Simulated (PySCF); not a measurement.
C5H5 (SMILES [CH]1C=CC=C1), doublet, geometry from GFN2-xTB. Base run: R2SCAN/6-31G (PySCF).

The PySCF input:
```python
from pyscf import gto, scf, dft

mol = gto.M(
    atom='''
C     0.08089139   -1.13832774   -0.30412810
C    -1.08301797   -0.49352936    0.18571370
C    -0.76623414    0.81383657    0.41864055
C     0.63682497    1.00724780    0.06790029
C     1.13146724   -0.18826332   -0.36786890
H     0.15454150   -2.17475403   -0.58103110
H    -2.03446684   -0.96603002    0.33925170
H    -1.41218440    1.58601889    0.79282883
H     1.16156237    1.94080902    0.14943712
H     2.13095837   -0.39182755   -0.70203180
''',
    basis='6-31g',
    spin=1,
    verbose=5,
)

mf = dft.UKS(mol)
mf.xc = 'r2scan'
mf.kernel()
mf.analyze()
```

Each row names what was changed in the base input (with any setting that the change needs).

| change | ΔE vs base (mEh) | fitting functions | dipole (D) |
|---|---|---|---|
| base | 0.000 | - | 0.01 |
| auxbasis = cc-pvqz-jkfit | -0.034 | 785 | 0.01 |
| auxbasis = even-tempered beta=3.0 | -10.356 | 275 | 0.02 |
| auxbasis = even-tempered beta=2.0 | -6.963 | 410 | 0.01 |
| auxbasis = def2-svp-ri | -6.865 | 310 | 0.01 |
| auxbasis = cc-pvdz-jkfit | -0.107 | 465 | 0.01 |
| auxbasis = def2-universal-jkfit | -0.079 | 465 | 0.01 |
| auxbasis = cc-pvtz-ri | -0.541 | 555 | 0.01 |
| auxbasis = autoaux | -6.449 | 450 | 0.01 |
| auxbasis = default (with mf = mf.density_fit()) | -0.107 | 465 | 0.01 |

A fitting set is made for a task (jfit for Coulomb, jkfit for Coulomb and exchange, ri for correlation) and for a family of orbital bases.

Open shells are given as the SCF converged; they aren't shown to be the lowest states, and a large step between rows can be another state.
